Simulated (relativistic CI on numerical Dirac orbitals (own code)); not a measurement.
**Yb4+: M4,5 absorption edge**

Computed with this model: Dirac-Coulomb-Breit CI, KLI orbitals optimised for each configuration, a model potential for QED, multiplet model of core-to-valence dipole absorption, unscaled Slater integrals; configurations [Xe] 4f12 → [Ar] 3d9 4s2 4p6 4d10 4f13 5s2 5p6; 10 K; Lorentzian 0.6 eV and Gaussian 0.4 eV FWHM. Energies are those of the free ion, without screening or charge transfer. The branching ratio is the share of the lower-energy edge in the whole absorption, uncertain by about 0.02 where the edges overlap. S is read from ⟨S²⟩ = S(S + 1).

free ion: ground-state S = 1.00, centroid 1528.04 eV, branching ratio 0.963. Peaks (eV, height): 1523.8 (31), 1526.5 (100), 1529.6 (17).

The statistical ratio of this edge is 3/5 = 0.600. Values above it arise where the holes sit mainly in the j = l + 1/2 valence subshell or the ground state has high spin; values below it where core-valence Coulomb terms move weight to the upper edge, as in nearly empty shells.

Strongest unbroadened transitions for free ion:

```tsv
Energy (eV)	Relative strength
1523.75	29.2
1526.45	100.0
1529.57	16.1
1575.18	5.5
```
